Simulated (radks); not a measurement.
Spin polarisation of the 3d9 shell in Ni+. Start: [Ar] 3d(up 4.5, down 4.5); electrons of 3d are moved from spin down to spin up, other shells keep equal spins. Method: non-relativistic Kohn-Sham, PBEsol, spin-polarised, spherical densities, point nucleus; computed with a radial shooting solver on a logarithmic mesh with Libxc functionals.

moment (Bohr magnetons)  E - E(0) (eV)  e(3d up) (eV)  e(3d down) (eV)  3p down minus up (eV)  3s down minus up (eV)  2p down minus up (eV)
0                                0.000        -13.029          -13.029                 0.000                  0.000                  0.000
0.25                            -0.014        -13.142          -12.912                  0.259                  0.263                  0.102
0.5                             -0.058        -13.253          -12.792                  0.518                  0.526                  0.205
0.75                            -0.130        -13.361          -12.669                  0.777                  0.790                  0.307
1                               -0.231        -13.466          -12.543                  1.037                  1.053                  0.409

At moment 1 the spin-polarisation energy is -0.231 eV and the 3d exchange splitting 0.923 eV, that is 0.923 eV per Bohr magneton; E = -I m^2/4 would give I = 0.923 eV.
